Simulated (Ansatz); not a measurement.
Isolated molecules relaxed with PBE0-D4/def2-TZVP in Ansatz; ΔE leaves out vibrations. CCSD(T)/CBS adds triple-zeta CCSD(T) − MP2 to the extrapolated MP2 energy (def2 sets, frozen cores). This one scheme is used for every species. Functionals use def2-TZVPP. B3LYP here is the variant with VWN-RPA as its local correlation; programs differ in this. HSE06 is defined as in plane-wave codes. Each species was taken in one conformer, which may not be the lowest.

Reaction (substitution at a C–C bond): `CC(C)[CH2][AlH2]` + CH₃OH → `CO[CH2][AlH2]` + `CCC`

`CC(C)[CH2][AlH2]`:

Z-matrix (Å, degrees):
```
C
C 1 1.523
H 1 1.096 2 111.6
H 1 1.093 2 111.7 3 120.0
H 1 1.095 2 110.6 3 -120.1
C 2 1.523 1 110.6 3 -175.4
C 2 1.530 1 110.6 3 60.1
H 2 1.098 1 107.5 3 -58.0
H 6 1.094 2 111.6 1 57.7
H 6 1.093 2 111.2 1 178.3
H 6 1.095 2 110.5 1 -62.2
Al 7 1.959 2 115.7 1 -61.4
H 7 1.101 2 110.0 1 177.0
H 7 1.099 2 109.7 1 62.6
H 12 1.591 7 120.8 2 159.8
H 12 1.593 7 120.2 2 -22.2
```

CH₃OH:

```xyz
6

C    -0.098   -0.341    0.027
O     0.471    0.881    0.437
H     0.029   -1.046    0.849
H     0.398   -0.758   -0.858
H    -1.172   -0.253   -0.182
H     0.372    1.517   -0.273
```

`CO[CH2][AlH2]`:

Z-matrix (Å, degrees):
```
C
O 1 1.401
H 1 1.099 2 111.4
H 1 1.091 2 107.8 3 119.6
H 1 1.100 2 111.4 3 -120.8
C 2 1.411 1 112.8 3 60.4
Al 6 1.971 2 111.2 1 -180.0
H 6 1.106 2 110.7 1 -57.6
H 6 1.106 2 110.7 1 57.7
H 7 1.585 6 122.0 2 0.1
H 7 1.591 6 117.2 2 -179.9
```

`CCC`:

Z-matrix (Å, degrees):
```
C
C 1 1.519
H 1 1.094 2 111.1
H 1 1.094 2 111.1 3 119.5
H 1 1.093 2 111.7 3 -120.3
C 2 1.519 1 112.7 3 -59.7
H 2 1.095 1 109.5 3 178.2
H 2 1.095 1 109.5 3 62.4
H 6 1.094 2 111.0 1 59.7
H 6 1.093 2 111.7 1 -180.0
H 6 1.094 2 111.1 1 -59.7
```

```
             level  ΔE (kJ/mol)  difference from CCSD(T)/CBS
       LDA (SPW92)         47.6                         -5.6
            PBE-D4         44.7                         -8.5
         revPBE-D4         46.8                         -6.4
           BLYP-D4         38.0                        -15.2
         r2SCAN-D4         46.0                         -7.2
            B97M-V         44.5                         -8.7
           PBE0-D4         48.5                         -4.7
          B3LYP-D4         41.0                        -12.2
        r2SCANh-D4         47.2                         -6.0
        r2SCAN0-D4         49.0                         -4.2
          HSE06-D4         48.2                         -5.0
          BHLYP-D4         43.1                        -10.1
      CAM-B3LYP-D4         40.3                        -12.9
           ωB97X-V         44.4                         -8.8
            B2PLYP         40.9                        -12.3
          PBE-QIDH         51.5                         -1.7
            revPBE         35.3                        -17.9
            r2SCAN         44.4                         -8.8
              PBE0         43.8                         -9.4
             B3LYP         32.6                        -20.6
           r2SCANh         45.6                         -7.6
           r2SCAN0         47.1                         -6.1
             HSE06         43.7                         -9.5
             BHLYP         36.2                        -17.0
         CAM-B3LYP         35.3                        -17.9
           LC-ωPBE         45.4                         -7.8
RPA@PBE/def2-TZVPP         46.5                         -6.7
       HF/def2-SVP         28.6                        -24.6
  CCSD(T)/def2-SVP         43.2                        -10.0
     HF/def2-TZVPP         32.9                        -20.3
    MP2/def2-TZVPP         57.2                          4.0
SCS-MP2/def2-TZVPP         50.1                         -3.1
   CCSD/def2-TZVPP         48.7                         -4.5
CCSD(T)/def2-TZVPP         50.6                         -2.6
     HF/def2-QZVPP         32.9                        -20.3
    MP2/def2-QZVPP         58.7                          5.5
SCS-MP2/def2-QZVPP         51.7                         -1.5
      HF/CBS(def2)         32.9                        -20.3
     MP2/CBS(def2)         59.8                          6.6
    CCSD/CBS(def2)         51.4                         -1.8
       CCSD(T)/CBS         53.2                            0
```

Largest T1 diagnostic among the species: 0.010.

From PBE to PBE0 (25 % exact exchange), in def2-TZVPP and without D4, ΔE moves by +4.4 kJ/mol. The D4 term adds +8.4 kJ/mol with B3LYP and +4.7 kJ/mol with PBE0; it sums over pairs of atoms, weighted by their polarisabilities, and B3LYP, whose exchange is more repulsive, gets the larger term. In def2-TZVPP, CCSD(T) changes the Hartree–Fock value by +17.7 kJ/mol (the triples alone add +1.8 kJ/mol) and MP2 by +24.3 kJ/mol.
